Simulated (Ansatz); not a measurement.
Consider the hydrogenolysis of a B–Si bond: `[SiH3][SiH2]B[SeH]` + H₂ → `B[SeH]` + `[SiH3][SiH3]`.

Gas-phase electronic energies from Ansatz, PBE0-D4/def2-TZVP geometries. CBS: MP2 limit from def2 TZ/QZ plus the TZ coupled-cluster correction, frozen cores. This one scheme is used for every species. Functionals use def2-TZVPP. HSE06 is defined as in plane-wave codes. For Se outer-core shells are correlated without core-valence functions, which leaves a few kJ/mol of doubt a bond. Scalar relativity is left out up to krypton. One conformer a species, not always the lowest.

`[SiH3][SiH2]B[SeH]`:

Z-matrix (Å, degrees):
```
Si
Si 1 2.346
H 1 1.488 2 109.8
H 1 1.488 2 111.0 3 120.1
H 1 1.488 2 110.2 3 -119.5
B 2 1.993 1 107.2 3 61.1
H 2 1.492 1 108.1 3 -59.7
H 2 1.491 1 108.3 3 -177.1
Se 6 1.899 2 123.4 1 -96.1
H 6 1.194 2 123.2 1 79.5
H 9 1.473 6 98.4 2 -4.2
```

H₂:

```xyz
2

H    -0.297    0.097   -0.205
H     0.297   -0.097    0.205
```

`B[SeH]`:

Cartesian coordinates in Å:
```
B 0.321 -0.551 -0.008
Se -1.197 0.533 0.344
H 1.309 -0.088 -0.479
H 0.209 -1.703 0.273
H -0.642 1.809 -0.131
```

`[SiH3][SiH3]`:

Cartesian coordinates in Å:
```
Si 0.200 1.033 0.511
Si -0.200 -1.033 -0.511
H 1.209 0.886 1.594
H 0.712 2.010 -0.487
H -1.057 1.568 1.100
H -0.708 -2.011 0.488
H 1.056 -1.566 -1.103
H -1.211 -0.886 -1.592
```

```csv
level,ΔE (kJ/mol)
r2SCANh-D4,-16.6
revPBE,-19.2
HSE06,-21.9
SCS-MP2/def2-QZVPP,-26.6
```

Problem. What does CCSD(T)/CBS give? (Estimate.)

Solution. Ansatz gave: -19.5 kJ/mol. The listed levels differ from it by 2.9, 0.3, -2.4, -7.1 kJ/mol.

Problem. What do rigid-rotor, harmonic-oscillator terms from PBE0-D4/def2-TZVP frequencies (298.15 K, 1 bar) make of the CCSD(T)/CBS value? (An estimate is asked.)

Solution. Ansatz gave: ΔZPE = +11.8 kJ/mol, ΔH = -13.0 kJ/mol, ΔS = 18 J/(mol·K), ΔG = -18.3 kJ/mol. Modes under 50 cm⁻¹ make the entropy rough.

Largest T1 diagnostic among the species: 0.014.

From BLYP to BHLYP (50 % exact exchange), in def2-TZVPP and without D4, ΔE moves by −10.3 kJ/mol. At CCSD(T), def2-SVP lies −8.7 kJ/mol from the extrapolated value and def2-TZVPP −2.8 kJ/mol.

CCSD(T)/CBS has its own doubt, a few kJ/mol and more with outer-core shells, so smaller differences from it don't rank the levels.
